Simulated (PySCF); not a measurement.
C₆H₉NS.
Cartesian coordinates in Å at the GFN2-xTB level; atoms count from 1:
```xyz
17
C6H9NS angstrom
C     -1.3335    1.3793    0.2867
C     -0.8178   -0.0129    0.6131
S     -2.2113   -1.2301    0.6501
C      0.1658   -0.5021   -0.4170
C      1.1903   -1.5240   -0.0552
C      1.6228   -0.0983   -0.3047
C      2.0324    0.6971    0.7962
N      2.3574    1.3438    1.6838
H     -0.5021    2.0823    0.2775
H     -2.0542    1.7098    1.0316
H     -1.8145    1.3854   -0.6895
H     -0.3620   -0.0309    1.6068
H     -2.8800   -0.6280    1.6299
H     -0.2434   -0.5351   -1.4204
H      1.2107   -1.8805    0.9642
H      1.4712   -2.2669   -0.7855
H      2.1613    0.1232   -1.2191
```

Computed at PBE0/pcSseg-1 (PySCF, non-relativistic), with Q(33S) = −0.0678 b, Q(14N) = 0.02044 b: S3, 33S (I = 3/2): χzz = 46.24 MHz, η = 0.623; N8, 14N (I = 1): χzz = -4.557 MHz, η = 0.162.

(1) Find the zero-field quadrupole resonance frequencies of 33S at S3.

(2) Where would the pure quadrupole (NQR) lines of 14N at N8 fall for the rigid, isolated species?

Results:

(1) From ν = (|χ|/2)√(1 + η²/3): ν = 24.57 MHz (thiol sulfur).

(2) From ν± = (3/4)|χ|(1 ± η/3) and ν0 = |χ|η/2: ν+ 3.602 MHz, ν− 3.233 MHz, ν0 0.369 MHz (nitrile nitrogen).

In a crystal, neighbours and librations shift these lines. GFN2-xTB bond lengths can be off by several hundredths of an ångström, more for odd bonds, and the gradients follow them. The small basis limits the accuracy of the gradients.

These values come from a run that also computed NMR shieldings. On an Intel Xeon Platinum 8488C with one thread, no GPU, shared host with 192 logical CPUs at a one-minute load of 19, this took 29 s of wall time and 0.84 GiB of memory at its peak.

One conformer stands for the species.
